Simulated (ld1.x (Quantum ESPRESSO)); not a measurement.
# lutetium (Lu), TM semilocal: configuration errors across variants

ld1.x (Quantum ESPRESSO) 7.5 input, shortened:

```
&input
   title='Lu', zed=71., rel=1, dft='BLYP', iswitch=3,
   config='[Xe] 4f13 5d2 6s2 6p0'
 /
 &inputp
   pseudotype=1, tm=.true., lloc=3,
   nlcc=.false.
 /
4
5S  1  0   2.00   0.00  1.55  1.55  0.0
5P  2  1   6.00   0.00  2.25  2.25  0.0
5D  3  2   2.00   0.00  2.00  2.00  0.0
4F  4  3  13.00   0.00  1.10  1.10  0.0
 &test
   configts(1)='4f13 5s2 5p6 5d2 6s2 6p0'
 /
```

Occupied shells without a wave of their own: 6s. They enter only through the test configuration that unscreens the potential.

All-electron excitation energies from the reference (eV): (1) 4f14 5s2 5p6 5d1 6s2 6p0 -10.798; (2) 4f14 5s2 5p6 5d1 6s1 6p0 -3.493; (3) 4f14 5s2 5p6 5d1 6s0 6p0 9.908; (4) 4f14 5s2 5p6 5d1 6s1 6p1 -7.338; (5) 4f14 5s2 5p6 5d0 6s0 6p0 29.924; (6) 4f13 5s2 5p6 5d1 6s2 6p0 6.487; (7) 4f14 5s2 5p5 5d1 6s2 6p0 26.042.

A semilocal file is local in each channel, so a ghost entry of none says nothing of the separable form that plane-wave codes build from it.

For the base: The 6s level has no wave, so the channel is fitted at the deeper level alone: the likely source of the large errors.

The file “base” misses its own reference levels by 0.4 eV. The file “wave 5p (bound): rc 2.25 bohr becomes 5p (bound): rc 1.50 bohr” misses its own reference levels by 0.4 eV. The file “wave 5p (bound): rc 2.25 bohr becomes 5p (bound): rc 1.84 bohr” misses its own reference levels by 0.4 eV. The file “wave 5p (bound): rc 2.25 bohr becomes 5p (bound): rc 2.10 bohr” misses its own reference levels by 0.4 eV. The file “wave 5p (bound): rc 2.25 bohr becomes 5p (bound): rc 2.36 bohr” misses its own reference levels by 0.4 eV. The file “wave 5p (bound): rc 2.25 bohr becomes 5p (bound): rc 2.56 bohr” misses its own reference levels by 0.4 eV. The file “wave 5p (bound): rc 2.25 bohr becomes 5p (bound): rc 2.92 bohr” misses its own reference levels by 0.4 eV. The file “wave 5p (bound): rc 2.25 bohr becomes 5p (bound): rc 3.12 bohr” misses its own reference levels by 0.4 eV. The file “wave 5p (bound): rc 2.25 bohr becomes 5p (bound): rc 3.32 bohr” misses its own reference levels by 0.4 eV.

Errors AE − PS in meV (a dash: test not solved or not reliable):

| change | (1) | (2) | (3) | (4) | (5) | (6) | (7) | bound ghosts |
| --- | --- | --- | --- | --- | --- | --- | --- | --- |
| base | -31 | -422 | -1045 | -260 | -1652 | -12 | -146 | none |
| wave 5p (bound): rc 2.25 bohr becomes 5p (bound): rc 1.50 bohr | -135 | -522 | -1135 | -432 | -1711 | -13 | -343 | none |
| wave 5p (bound): rc 2.25 bohr becomes 5p (bound): rc 1.84 bohr | -78 | -467 | -1085 | -352 | -1677 | -13 | -233 | none |
| wave 5p (bound): rc 2.25 bohr becomes 5p (bound): rc 2.10 bohr | -44 | -434 | -1056 | -290 | -1659 | -13 | -170 | none |
| wave 5p (bound): rc 2.25 bohr becomes 5p (bound): rc 2.36 bohr | -26 | -418 | -1042 | -248 | -1650 | -12 | -138 | none |
| wave 5p (bound): rc 2.25 bohr becomes 5p (bound): rc 2.56 bohr | -27 | -418 | -1042 | -249 | -1650 | -12 | -138 | none |
| wave 5p (bound): rc 2.25 bohr becomes 5p (bound): rc 2.92 bohr | -42 | -433 | -1056 | -333 | -1662 | -13 | -173 | none |
| wave 5p (bound): rc 2.25 bohr becomes 5p (bound): rc 3.12 bohr | -57 | -447 | -1070 | -447 | -1678 | -13 | -212 | none |
| wave 5p (bound): rc 2.25 bohr becomes 5p (bound): rc 3.32 bohr | -74 | -464 | -1089 | -616 | -1703 | -14 | -263 | none |

Q: Give the same row for: wave 5p (bound): rc 2.25 bohr becomes 5p (bound): rc 2.78 bohr.

A: -34, -425, -1048, -285, -1655, -13, -154; bound ghosts: none.
